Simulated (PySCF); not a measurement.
FH8NSi3, SMILES N[SiH2][SiH2][SiH2]F. Atoms are numbered in the order given.

```xyz
13

Si    -1.3090    -0.8220    -0.1597
F     -2.9492    -0.6366    -0.1576
Si    -0.2301     1.2569     0.0873
Si     1.9696     0.4962     0.4225
N      1.9713    -1.0254    -0.4715
H     -0.9415    -1.4623    -1.4699
H     -0.9601    -1.7345     0.9818
H     -0.7658     2.0348     1.2602
H     -0.3822     2.0933    -1.1578
H      3.0482     1.4994     0.0710
H      2.1568     0.1269     1.8699
H      1.8614    -0.9744    -1.4892
H      2.6999    -1.7109    -0.2475
```

Geometry optimised at PBE-D3(BJ)/def2-SVP. The structure was generated by enumeration, and PubChem lists no compound with its InChIKey, so it may never have been made. One conformer was computed; it need not be the lowest.

Two levels are set side by side: PBE/pcSseg-1 (PySCF) and B3LYP/pcSseg-1 (PySCF). GIAO shifts against CFCl3 (¹⁹F), NH3 (¹⁵N), TMS (²⁹Si), TMS (¹H) at the same level; non-relativistic, no solvent, atoms listed together averaged. Differences are taken from unrounded values.

```csv
quantity,B3LYP
δ(²⁹Si) of Si1 (ppm),8.3
δ(¹⁹F) of F2 (ppm),-241.2
δ(²⁹Si) of Si3 (ppm),-105.9
δ(²⁹Si) of Si4 (ppm),-40.1
δ(¹⁵N) of N5 (ppm),14.4
"δ(¹H) of H6, H7 (ppm)",6.01
"δ(¹H) of H8, H9 (ppm)",3.94
```

What does PBE give, and how far is it from B3LYP? (Estimate from the structure and the level; the computed values follow.)


| quantity | PBE | PBE minus B3LYP |
|---|---|---|
| δ(²⁹Si) of Si1 (ppm) | 12.1 | 3.8 |
| δ(¹⁹F) of F2 (ppm) | -262.8 | -21.6 |
| δ(²⁹Si) of Si3 (ppm) | -113.7 | -7.8 |
| δ(²⁹Si) of Si4 (ppm) | -39.6 | 0.5 |
| δ(¹⁵N) of N5 (ppm) | 16.3 | 2.0 |
| δ(¹H) of H6, H7 (ppm) | 6.37 | 0.37 |
| δ(¹H) of H8, H9 (ppm) | 4.12 | 0.18 |

Rough cost on one machine, each run with all the roots and properties that it gave: B3LYP against PBE within a factor of 2.
